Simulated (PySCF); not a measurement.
Ligands exchanged one at a time, Al Br-H. All species are isolated molecules in the gas phase. Strings in code marks are SMILES.

Computed with PBE-D3(BJ)/def2-TZVP // B3LYP-D3(BJ)/def2-TZVP run with PySCF 2.14.0. All candidates: neutral, multiplicity 1. Excitations are Tamm–Dancoff values on a coarser integration grid. The basis has no diffuse functions, so Rydberg states are missing or too high.

The S1 excitation (TDA) is 5.00 eV and the dipole moment is 0.82 D. The T1 excitation (TDA) is 4.89 eV.

Problem. Identify which member has these values.
A) `[AlH2][Br]`
B) `[Br][Al]([Br])[Br]`
C) `[Br][AlH][Br]`

Solution. C, `[Br][AlH][Br]`. The others give `[AlH2][Br]`: 4.57 eV, 1.13 D, 4.36 eV; `[Br][Al]([Br])[Br]`: 5.04 eV, 0.00 D, 4.80 eV
